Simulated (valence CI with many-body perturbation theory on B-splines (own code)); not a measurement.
**W2+: electric-dipole lines**

Method: relativistic CI+MBPT: four valence electrons over a frozen Dirac-Fock core [Xe] 4f14, radial functions for each j: 7 s, 7 p, 8 d, 6 f, 4 g, 1 h, with the one-electron correlation potential Σ1 (screened to all orders), the two-electron term Σ2, the three-electron term Σ3, Breit, model QED; selected single and double excitations, second order for the rest, scaled by the run's own slope (own B-spline code, finite nucleus).

Set against measurement, 9 paired levels are off by 356 cm⁻¹ on average, the worst by 816. These come from a selection out of NIST levels as listed in McCann et al., Mon. Not. R. Astron. Soc. 538, 537 (2025). Levels without a partner in it may be off by more, other configurations by 1,000 to 8,000 cm⁻¹. Among the levels kept, up to 390 cm⁻¹ of a level comes from second order outside the variational space, and about a tenth of that is noise between levels of different J, which matters for small intervals.

Lines 101 to 150 of 585 in falling wavelength, among levels below 100339 cm⁻¹, chosen from the strongest by gf and those to the six lowest levels. Wavelengths and rates use the calculated energies, so an error of 400 cm⁻¹ moves a line at 2012 Å by 0.8 % and its rate by three times that or more. Electric multipoles are in the length gauge, E1 and E2 with the static RPA response of the core. Weak lines are less certain than strong ones. Lines between different terms over intervals too small for the method are left out, as are lines whose strength nearly cancels. Where a level lies close to another of its J and parity, the split of strength between their lines is uncertain. The highest levels of a list are the least certain.

Names give the largest LS component (configuration and term), which can be under half, so a name can repeat, a term be missing and a line seem to break the LS rules; names also repeat where a configuration has a term twice. Letters in brackets count levels of one name in rising energy.

| λ vac (Å) | Upper | Lower | A (s⁻¹) | S (a.u.) with core polarisation | S without |
| --- | --- | --- | --- | --- | --- |
| 2012 | 5d3 6p 3F°_4 [c] | 5d3 6s 3D_3 [a] | 1.31e+08 | 4.73e+00 | 5.41e+00 |
| 2007 | 5d3 6p 3H°_6 [b] | 5d3 6s 3H_6 | 5.34e+07 | 2.77e+00 | 3.24e+00 |
| 2004 | 5d3 6p 3F°_4 [a] | 5d3 6s 3H_4 | 4.69e+07 | 1.67e+00 | 1.91e+00 |
| 2003 | 5d3 6p 3D°_1 [c] | 5d3 6s 5P_1 | 1.45e+08 | 1.72e+00 | 2.01e+00 |
| 1995 | 5d3 6p 3G°_4 [d] | 5d3 6s 3H_5 [b] | 4.21e+07 | 1.48e+00 | 1.74e+00 |
| 1992 | 5d3 6p 5G°_5 [a] | 5d3 6s 5F_4 [a] | 1.17e+08 | 5.02e+00 | 5.90e+00 |
| 1991 | 5d3 6p 1G°_4 [b] | 5d3 6s 3F_3 | 3.92e+07 | 1.38e+00 | 1.58e+00 |
| 1991 | 5d3 6p 5D°_4 [a] | 5d3 6s 5F_5 | 1.50e+08 | 5.27e+00 | 6.20e+00 |
| 1991 | 5d3 6p 5G°_4 | 5d4 3G_3 | 3.25e+07 | 1.14e+00 | 1.34e+00 |
| 1989 | 5d3 6p 3F°_4 [d] | 5d3 6s 1H_5 | 5.06e+07 | 1.77e+00 | 2.04e+00 |
| 1988 | 5d3 6p 3F°_3 [b] | 5d3 6s 3G_3 [a] | 3.77e+07 | 1.02e+00 | 1.17e+00 |
| 1987 | 5d3 6p 3G°_5 [b] | 5d3 6s 3H_5 [b] | 3.67e+07 | 1.56e+00 | 1.82e+00 |
| 1984 | 5d3 6p 3D°_1 [a] | 5d4 3P_0 [a] | 2.70e+07 | 3.12e-01 | 3.65e-01 |
| 1979 | 5d3 6p 3S°_1 [a] | 5d3 6s 3D_2 [b] | 9.88e+07 | 1.13e+00 | 1.28e+00 |
| 1976 | 5d3 6p 3D°_2 [b] | 5d4 3F_2 [b] | 6.19e+07 | 1.18e+00 | 1.35e+00 |
| 1968 | 5d3 6p 3F°_4 [b] | 5d3 6s 3F_4 [a] | 7.59e+07 | 2.57e+00 | 2.99e+00 |
| 1968 | 5d3 6p 1F°_3 [c] | 5d3 6s 1D_2 [a] | 4.10e+07 | 1.08e+00 | 1.23e+00 |
| 1968 | 5d3 6p 3H°_5 [a] | 5d3 6s 3H_4 | 2.51e+07 | 1.04e+00 | 1.18e+00 |
| 1968 | 5d3 6p 3G°_4 [d] | 5d4 3F_3 [b] | 5.12e+07 | 1.74e+00 | 1.97e+00 |
| 1966 | 5d3 6p 3G°_5 [b] | 5d4 3F_4 | 8.22e+07 | 3.39e+00 | 3.92e+00 |
| 1962 | 5d3 6p 3G°_4 [e] | 5d3 6s 3F_3 | 4.32e+07 | 1.45e+00 | 1.68e+00 |
| 1958 | 5d2 6s 6p 5F°_5 | 5d3 6s 3F_4 [c] | 3.86e+07 | 1.57e+00 | 1.81e+00 |
| 1956 | 5d3 6p 3H°_5 [b] | 5d3 6s 3G_4 | 1.24e+08 | 5.03e+00 | 5.80e+00 |
| 1951 | 5d3 6p 3F°_3 [b] | 5d3 6s 5P_3 | 1.28e+08 | 3.29e+00 | 3.86e+00 |
| 1951 | 5d3 6p 3I°_6 | 5d3 6s 3H_5 [b] | 3.33e+08 | 1.59e+01 | 1.84e+01 |
| 1951 | 5d3 6p 3P°_2 [b] | 5d4 3P_2 [b] | 8.81e+07 | 1.62e+00 | 1.90e+00 |
| 1948 | 5d3 6p 3G°_3 [c] | 5d3 6s 3G_3 [b] | 2.63e+08 | 6.72e+00 | 7.71e+00 |
| 1944 | 5d2 6s 6p 1F°_3 | 5d3 6s 1D_2 [a] | 1.21e+08 | 3.08e+00 | 3.52e+00 |
| 1943 | 5d3 6p 3G°_4 [c] | 5d3 6s 3G_4 | 1.29e+08 | 4.19e+00 | 4.81e+00 |
| 1943 | 5d2 6s 6p 5G°_5 [a] | 5d3 6s 3F_4 [b] | 5.48e+07 | 2.18e+00 | 2.54e+00 |
| 1942 | 5d3 6p 3G°_4 [b] | 5d4 1G_4 [a] | 5.46e+07 | 1.78e+00 | 2.06e+00 |
| 1935 | 5d3 6p 1H°_5 | 5d3 6s 1H_5 | 1.36e+08 | 5.35e+00 | 6.11e+00 |
| 1933 | 5d3 6p 5P°_3 | 5d3 6s 5P_3 | 1.54e+08 | 3.84e+00 | 4.51e+00 |
| 1932 | 5d3 6p 1I°_6 | 5d3 6s 1H_5 | 3.68e+08 | 1.70e+01 | 1.95e+01 |
| 1930 | 5d2 6s 6p 5F°_4 | 5d3 6s 3D_3 [a] | 9.17e+07 | 2.93e+00 | 3.36e+00 |
| 1930 | 5d3 6p 3G°_5 [b] | 5d3 6s 3H_6 | 7.56e+07 | 2.95e+00 | 3.42e+00 |
| 1926 | 5d3 6p 5F°_2 | 5d3 6s 5F_3 | 8.79e+07 | 1.55e+00 | 1.81e+00 |
| 1926 | 5d3 6p 1F°_3 [a] | 5d3 6s 3G_3 [b] | 4.44e+07 | 1.10e+00 | 1.26e+00 |
| 1922 | 5d3 6p 5D°_4 [b] | 5d3 6s 5F_5 | 1.27e+08 | 4.01e+00 | 4.70e+00 |
| 1922 | 5d3 6p 3G°_5 [a] | 5d3 6s 3H_5 [a] | 1.46e+08 | 5.65e+00 | 6.46e+00 |
| 1920 | 5d3 6p 1F°_3 [b] | 5d3 6s 3F_3 | 8.98e+07 | 2.20e+00 | 2.54e+00 |
| 1916 | 5d2 6s 6p 5G°_5 [a] | 5d3 6s 3H_5 [b] | 7.29e+07 | 2.78e+00 | 3.21e+00 |
| 1913 | 5d3 6p 5G°_6 | 5d4 3G_5 | 5.89e+07 | 2.65e+00 | 3.08e+00 |
| 1909 | 5d3 6p 1G°_4 [a] | 5d3 6s 3F_4 [a] | 5.57e+07 | 1.72e+00 | 1.96e+00 |
| 1907 | 5d3 6p 3D°_2 [b] | 5d3 6s 3D_1 [a] | 7.63e+07 | 1.31e+00 | 1.48e+00 |
| 1902 | 5d3 6p 5F°_5 | 5d4 3G_5 | 4.36e+07 | 1.63e+00 | 1.90e+00 |
| 1898 | 5d2 6s 6p 5D°_4 | 5d3 6s 3F_4 [c] | 4.38e+07 | 1.33e+00 | 1.53e+00 |
| 1897 | 5d3 6p 3D°_3 [a] | 5d3 6s 3F_4 [a] | 5.07e+07 | 1.19e+00 | 1.39e+00 |
| 1897 | 5d3 6p 3F°_4 [a] | 5d4 1G_4 [a] | 4.52e+07 | 1.37e+00 | 1.55e+00 |
| 1896 | 5d3 6p 3I°_6 | 5d3 6s 3H_6 | 9.61e+07 | 4.20e+00 | 4.91e+00 |
